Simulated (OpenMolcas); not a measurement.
## Kr2+: input and output

Input:

```
&GATEWAY
Coord
1

Kr 0.0 0.0 0.0
Basis=ANO-RCC
Group=XYZ
NoMove
AngMom=0.0 0.0 0.0
AMFI
&SEWARD
* reference wave functions (RASSCF and RASSI steps not shown): 6 electrons in 9 orbitals (RAS2 4s 4p; RAS3 4d, at most 2 electrons)
>>> COPY JOB001 $Project.JobIph
&CASPT2
XMultistate=3 1 2 3
Frozen=3 6
IPEA=0.25
Imaginary=0.1
MaxIter=60
WThr=0.0 0.3 0.05
PrWF=0.5
NoMix
>>> COPY JOB002 $Project.JobIph
&CASPT2
XMultistate=7 1 2 3 4 5 6 7
Frozen=3 6
IPEA=0.25
Imaginary=0.1
MaxIter=60
WThr=0.0 0.3 0.05
PrWF=0.5
NoMix
>>> COPY JOB003 $Project.JobIph
&CASPT2
XMultistate=3 1 2 3
Frozen=3 6
IPEA=0.25
Imaginary=0.1
MaxIter=60
WThr=0.0 0.3 0.05
PrWF=0.5
NoMix
...
```

Launched by
```bash
OMP_NUM_THREADS=1 MOLCAS_MEM=2252 MOLCAS_PROJECT=a pymolcas a.inp > a.log  # once for each step of the input, in one work folder
```

Output, cut to the results:

```
--- CASPT2 ---
Orbital specifications:
      -----------------------

      Symmetry species                           1   2
                                                ag  au
      Frozen orbitals                            3   6
      Inactive orbitals                          5   0
      Active orbitals                            6   3
      Secondary orbitals                        43  43
      Deleted orbitals                           0   0
      Number of basis functions                 57  52
Type of calculation                        XMS-CASPT2
      Fock operator                              state-average
      IPEA shift                                 0.25
      Real shift                                 0.00
      Imaginary shift                            0.10
      The input orbitals will be transformed to quasi-canonical
      The input states will be rotated to diagonalize the Fock operator
Reference energy:       -2786.7858025485
      E2 (Non-variational):      -0.2738260609
      Shift correction:          -0.0000613119
      E2 (Variational):          -0.2738873727
      Total energy:           -2787.0596899212
      Residual norm:              0.0000009659
      Reference weight:           0.97205
      Contributions to the CASPT2 correlation energy
      Active & Virtual Only:         -0.0604150190
      One Inactive Excited:          -0.0693774342
      Two Inactive Excited:          -0.1440336076
Reference energy:       -2786.7858025484
      E2 (Non-variational):      -0.2736911019
      Shift correction:          -0.0000612374
      E2 (Variational):          -0.2737523394
      Total energy:           -2787.0595548878
      Residual norm:              0.0000009543
      Reference weight:           0.97209
      Contributions to the CASPT2 correlation energy
      Active & Virtual Only:         -0.0603106571
      One Inactive Excited:          -0.0693471264
      Two Inactive Excited:          -0.1440333184
::    XMS-CASPT2 Root  1     Total energy:  -2787.05969017
::    XMS-CASPT2 Root  2     Total energy:  -2787.05955660
::    XMS-CASPT2 Root  3     Total energy:  -2787.05954653
--- CASPT2 ---
Orbital specifications:
      -----------------------

      Symmetry species                           1   2
                                                ag  au
      Frozen orbitals                            3   6
      Inactive orbitals                          5   0
      Active orbitals                            6   3
      Secondary orbitals                        43  43
      Deleted orbitals                           0   0
      Number of basis functions                 57  52
Type of calculation                        XMS-CASPT2
      Fock operator                              state-average
      IPEA shift                                 0.25
      Real shift                                 0.00
      Imaginary shift                            0.10
      The input orbitals will be transformed to quasi-canonical
      The input states will be rotated to diagonalize the Fock operator
Reference energy:       -2786.7222756021
      E2 (Non-variational):      -0.2833968744
      Shift correction:          -0.0000757931
      E2 (Variational):          -0.2834726675
      Total energy:           -2787.0057482696
      Residual norm:              0.0000002634
      Reference weight:           0.96888
      Contributions to the CASPT2 correlation energy
      Active & Virtual Only:         -0.0698268480
      One Inactive Excited:          -0.0697639413
      Two Inactive Excited:          -0.1438060851
Reference energy:       -2786.7222756021
      E2 (Non-variational):      -0.2833988154
      Shift correction:          -0.0000757786
      E2 (Variational):          -0.2834745940
      Total energy:           -2787.0057501960
      Residual norm:              0.0000002647
      Reference weight:           0.96888
      Contributions to the CASPT2 correlation energy
      Active & Virtual Only:         -0.0698289754
      One Inactive Excited:          -0.0697634946
      Two Inactive Excited:          -0.1438063454
::    XMS-CASPT2 Root  1     Total energy:  -2787.00576290
::    XMS-CASPT2 Root  2     Total energy:  -2787.00573674
::    XMS-CASPT2 Root  3     Total energy:  -2787.00564187
::    XMS-CASPT2 Root  4     Total energy:  -2787.00563831
::    XMS-CASPT2 Root  5     Total energy:  -2787.00554344
::    XMS-CASPT2 Root  6     Total energy:  -2786.92202564
::    XMS-CASPT2 Root  7     Total energy:  -2785.90990089
--- CASPT2 ---
Orbital specifications:
      -----------------------

      Symmetry species                           1   2
                                                ag  au
      Frozen orbitals                            3   6
      Inactive orbitals                          5   0
      Active orbitals                            6   3
      Secondary orbitals                        43  43
      Deleted orbitals                           0   0
      Number of basis functions                 57  52
Type of calculation                        XMS-CASPT2
      Fock operator                              state-average
      IPEA shift                                 0.25
      Real shift                                 0.00
      Imaginary shift                            0.10
      The input orbitals will be transformed to quasi-canonical
      The input states will be rotated to diagonalize the Fock operator
Reference energy:       -2786.2636782617
      E2 (Non-variational):      -0.2684850691
      Shift correction:          -0.0001212452
      E2 (Variational):          -0.2686063143
      Total energy:           -2786.5322845760
      Residual norm:              0.0000001975
      Reference weight:           0.96951
      Contributions to the CASPT2 correlation energy
      Active & Virtual Only:         -0.0588511295
      One Inactive Excited:          -0.0670110882
      Two Inactive Excited:          -0.1426228514
...
```

In XMS-CASPT2 the single-state energies belong to rotated reference states; over a whole degenerate manifold the rotation is arbitrary, and only the multistate roots count.

Levels above the lowest, from the spin-orbit matrix with the multistate effective Hamiltonian, averaged by term, added to it:

```json
{"Configuration": "4s2 4p4", "Term": "3P", "J": "2", "E (cm-1)": "0.0", "Measured (cm-1)": "0.0", "Term weight %": "97"}
{"Configuration": "4s2 4p4", "Term": "3P", "J": "1", "E (cm-1)": "4090", "Measured (cm-1)": "4548", "Term weight %": "100"}
{"Configuration": "4s2 4p4", "Term": "3P", "J": "0", "E (cm-1)": "4950", "Measured (cm-1)": "5313", "Term weight %": "97"}
{"Configuration": "4s2 4p4", "Term": "1D", "J": "2", "E (cm-1)": "14580", "Measured (cm-1)": "14644", "Term weight %": "97"}
{"Configuration": "4s2 4p4", "Term": "1S", "J": "0", "E (cm-1)": "33410", "Measured (cm-1)": "33080", "Term weight %": "97"}
{"Configuration": "4s 4p5", "Term": "3P*", "J": "2", "E (cm-1)": "116300", "Measured (cm-1)": "115931", "Term weight %": "100"}
{"Configuration": "4s 4p5", "Term": "3P*", "J": "1", "E (cm-1)": "119510", "Measured (cm-1)": "119380", "Term weight %": "99"}
{"Configuration": "4s 4p5", "Term": "3P*", "J": "0", "E (cm-1)": "121410", "Measured (cm-1)": "121543", "Term weight %": "100"}
```

Against the 7 measured excited levels shown (Saloman, J. Phys. Chem. Ref. Data 36, 215 (2007)) the mean absolute deviation is 260 cm-1; the largest miss in energy is 4s2 4p4 3P1: computed 4090, measured 4548 cm-1 (-10.2 %).

CASPT2 does not keep the components of a term degenerate, so their means are used; among the terms shown or strongly mixed into the levels shown the widest spread is 49 cm-1 (4s2 4p4 1D). The run also gave levels led by 4s2 4p3 4d, which use shells meant for correlation; these and all levels above them are left out. Some terms mix strongly with configurations of 4d, whose occupation reaches 0.25 (4s 4p5 3P*). Measured partners are found by configuration, term and J. A level has none where our copy of the source lacks it or the pairing is in doubt (some pairs that miss far off the trend of their configuration count as doubtful), and it then counts in no deviation. Levels of configurations outside the active space are missing. The first state left out of the spin-orbit step lies near 160000 cm-1 above the lowest spin-free state of the reference (among the parities and spins computed), and the list stops at four fifths of that energy or lower.

The CASPT2 steps took 19 s on 1 thread of Arm Neoverse V2, with other jobs on the host; the integral step is not counted.

The term weight is that of the spin-free term in the level, not the purity of its configuration. * marks odd parity.
